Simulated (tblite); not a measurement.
Compound: C₅H₁₁ClOSi₂.
Cartesian coordinates in Å at the GFN2-xTB level; atoms count from 1:
```xyz
20
C5H11ClOSi2 angstrom
C     -2.8255    0.5351    0.3055
Si    -2.2203   -0.8603   -0.8327
C     -0.7040   -1.7417   -0.1043
C      0.5050   -1.2006   -0.1714
Cl     1.9231   -1.9449    0.5138
C      0.6909    0.1023   -0.8300
O     -0.3032    0.7003   -1.2099
C      2.0580    0.6395   -0.9523
Si     2.6747    1.1786    0.7949
H     -2.9950    0.1696    1.3147
H     -2.1242    1.3597    0.3553
H     -3.7688    0.9221   -0.0649
H     -2.1082   -0.5757   -2.2589
H     -3.2418   -1.9304   -0.7141
H     -0.8312   -2.6967    0.3802
H      2.7317   -0.1225   -1.3367
H      2.0512    1.4891   -1.6317
H      1.6429    0.9341    1.8007
H      3.8958    0.4377    1.0987
H      2.9438    2.6155    0.7208
```

Computed values, GFN2-xTB/tblite, gas phase, harmonic and unscaled. The method is semi-empirical: single wavenumbers can be off by several per cent or more. Modes of hydrogen on silicon can be 10 to 20 % off. One conformer, not necessarily the lowest.

Harmonic wavenumbers (cm⁻¹): 37.2, 66.5, 76.7, 81.0, 127.6, 130.9, 146.8, 182.8, 223.2, 245.1, 325.5, 338.7, 424.5, 461.6, 510.8, 548.4, 559.6, 574.4, 618.8, 699.2, 708.0, 733.7, 758.2, 767.5, 779.0, 788.7, 800.0, 828.5, 836.5, 842.2, 856.9, 882.2, 943.1, 1068.5, 1155.1, 1184.3, 1268.3, 1363.1, 1441.7, 1480.0, 1489.0, 1602.5, 1668.9, 2097.3, 2272.3, 2290.2, 2291.7, 2300.3, 3011.8, 3022.0, 3031.6, 3054.5, 3068.3, 3091.6.

A = 1509, B = 637.0, C = 518.3 MHz; mass 178.004 u (most abundant isotopes); point group C1, symmetry number 1.

Zero-point energy?

Half the sum of the wavenumbers: 30078 cm⁻¹ = 359.82 kJ/mol.

What is S at 200 K and 1 bar for an ideal gas of classical rigid rotors and harmonic oscillators?

Translation 165.18, rotation 124.08, vibration 118.38: S = 407.6 J/(mol K).

And Cp and H(200 K) − H(0)?

Cp = 153.30 J/(mol K), of which vibrations give 120.04 (their classical limit is 54 R = 449.0); H(200 K) − H(0) = 19.24 kJ/mol without the zero-point energy, 12.59 from vibrations.

Which modes carry the vibrational entropy at 200 K?

37.2 cm⁻¹: 19.30; 66.5 cm⁻¹: 14.52; 76.7 cm⁻¹: 13.36; 81.0 cm⁻¹: 12.92; 127.6 cm⁻¹: 9.31; 130.9 cm⁻¹: 9.11 J/(mol K); the other 48 give 39.84 together.

How do the functions run with temperature in this model?

```tsv
T (K)	S (J/(mol K))	Cp (J/(mol K))	H − H(0) (kJ/mol)	G − H(0) (kJ/mol)	ln q(vib)
150	367.7	125.9	12.27	-42.89	4.75
250	444.8	180.8	27.60	-83.61	8.54
298.15	478.8	205.6	36.91	-105.85	10.31
400	545.7	250.3	60.21	-158.08	13.97
600	659.9	312.5	116.95	-278.99	20.74
900	798.5	370.0	220.08	-498.57	29.82
```

q(vib) and H(0) count from the zero-point level.

What must be added to the electronic energy to get the Gibbs energy at 200 K and 1 bar?

ZPE + [H(200 K) − H(0)] − T·S = 359.82 + 19.24 − 81.53 = 297.53 kJ/mol.

Blend soft modes into free rotors: weight 1/[1 + (100 cm⁻¹/ν̃)⁴] for the oscillator and the rest for a rotor with moment μB/(μ + B), μ = h/(8π²ν), B = 10⁻⁴⁴ kg m². What vibrational entropy results?

109.10 J/(mol K) in place of 118.38, which changes −T·S at 200 K by +1.85 kJ/mol.

Hindered rotation and anharmonicity are outside this model. Other conformers, if any are populated, would add a mixing term that is left out. The structure is chiral; the term R ln 2 for an equal mix with its mirror image is left out.
